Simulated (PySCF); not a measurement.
# CdTe⁻ from Hartree–Fock to correlated methods

State: ²Σ⁺ (doublet), unpaired electrons σ ↑. Set-up: PySCF, scalar-relativistic core potentials, basis sets Cd def2-SVPD with ECP28, Te def2-SVPD with ECP28. De refers to Cd + Te⁻ in their high-spin ground configurations, without counterpoise correction. The functionals are run spin-unrestricted. A positive dipole points towards Te; it is taken about the centre of mass and depends on that origin.

```tsv
Level	Re (Å)	ωe (cm⁻¹)	De (eV)	μ (D)
UHF	2.712	150	n/a	-3.92
UHF-MP2	2.648	184	n/a	n/a
UHF-SCS-MP2	2.671	174	n/a	n/a
LDA	2.633	178	1.41	-2.42
PBE	2.708	156	1.00	-2.78
r²SCAN	2.667	169	1.10	-2.81
B3LYP	2.738	144	0.75	-3.00
PBE0	2.678	165	0.99	-2.97
r²SCAN0	2.655	173	1.05	-3.02
CAM-B3LYP	2.693	154	0.76	-3.03
```

What does a quarter of exact exchange do here, going from PBE to PBE0?

PBE0 less PBE: -3.0 pm in Re, +5.8 % in ωe, -0.01 eV in De. Exact exchange removes part of the self-interaction that spreads semilocal densities, and in most molecules shortens and stiffens the bond and lowers De; so it does here.

What does the step from GGA to meta-GGA do here, going from PBE to r²SCAN?

r²SCAN less PBE: -4.1 pm in Re, +8.3 % in ωe, +0.10 eV in De. 

What does a quarter of exact exchange do here, going from r²SCAN to r²SCAN0?

r²SCAN0 less r²SCAN: -1.2 pm in Re, +2.4 % in ωe, -0.05 eV in De. Exact exchange removes part of the self-interaction that spreads semilocal densities, and in most molecules shortens and stiffens the bond and lowers De; so it does here.

Correlated steps freeze 4 core orbitals. These are scalar-relativistic numbers at best; spin–orbit coupling would shift them, the dissociation energy most. For an ion De counts to the pair picked by the measured ionisation energies or electron affinities, which need not be the lowest pair at this level. The highest Kohn–Sham level is positive in this anion. Much of that is self-interaction error, but it also means that the finite basis helps to hold the extra electron. The state is the lowest determinant that a PBE0 search found; another state may lie lower at other levels.

The whole job (state search and all levels along the bond) took about 8.8 min on 1 thread of Arm Neoverse N1 (shared host), peak memory 1.2 GiB.
